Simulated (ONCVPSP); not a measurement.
**Before and after: ONCV potential for platinum**

```
Element                 : Pt (Z = 78)
Generator               : ONCVPSP 4.0.1
Type                    : optimised norm-conserving Vanderbilt (ONCV)
Functional              : LDA (Perdew-Wang 92)
Relativity              : scalar-relativistic
Frozen core             : [Kr] 4d10 4f14
Valence charge          : 18
Reference configuration : 5s2 5p6 5d9 (charge +1)
Partial waves           : 5s: rc 1.40 bohr, ncon 4, nbas 8, qcut 7.1 1/bohr, 1 projector; 5p: rc 1.75 bohr, ncon 4, nbas 7, qcut 8 1/bohr, 2 projectors, debl 3.5 Ha; 5d: rc 1.95 bohr, ncon 4, nbas 8, qcut 7.8 1/bohr, 1 projector
Local potential         : polynomial inside 1.15 bohr (lpopt 5, dvloc0 6 Ha)
Core correction         : polynomial model core, fcfact 0.6
```

All-electron outer shells of the reference configuration (LDA (PZ), scalar-relativistic, ld1.x):

```csv
shell,level (eV),outermost node (bohr),outermost maximum (bohr)
4f,-78.77,–,0.38
5p,-64.62,0.53,0.98
5d,-14.59,0.57,1.26
```

Change: local potential polynomial inside 1.15 bohr (lpopt 5, dvloc0 7 Ha).

Cutoffs: the cutoffs (Ha) at which the residual kinetic energy of the hardest occupied pseudo-wave falls to 1 and 0.1 mHa per electron; they do not see the model core or the augmentation charge, which bear on the density cutoff. Errors are all-electron minus pseudo energies relative to the spin-unpolarised reference configuration.

Task: How do hardness, ghosts and transferability respond?

Result: The potential gets neither clearly harder nor softer (23 Ha and 73 Ha → 23 Ha and 73 Ha); of the 4 tests that both files solve, the error grows in 0 and shrinks in 2 by more than 15 % and 0.3 meV (median size 153.3 → 47.1 meV); neither file shows a bound ghost.

| quantity | base | changed |
| --- | --- | --- |
| cutoff, loose | 23 Ha | 23 Ha |
| cutoff, tight | 73 Ha | 73 Ha |
| bound ghosts | none | none |
| GHOST(+) flags under 300 eV | none | none |
| error for 5s2 5p6 5d9 6s1, meV [ΔE -9.54 eV] | +299 | +147 |
| error for 5s2 5p6 5d8, meV [ΔE 20.26 eV] | -2.1 | -2.2 |
| error for 5s2 5p6 5d7, meV [ΔE 52.77 eV] | -7.2 | -7.6 |
| error for 5s2 5p5 5d9 6s1, meV [ΔE 52.90 eV] | +327 | +87 |
| s: phases at 1.42 bohr within 0.05 rad from the reference energy up to (Ha; the scan ends near 5) | -0.1 | 0.4 |
| p: phases at 1.78 bohr within 0.05 rad from the reference energy up to (Ha; the scan ends near 5) | to the end of the scan | to the end of the scan |
| d: phases at 1.98 bohr within 0.05 rad from the reference energy up to (Ha; the scan ends near 5) | 1.8 | 1.8 |
| rms error of d²Exc/dni dnj with the model core, mHa | 1.02 | 1.02 |
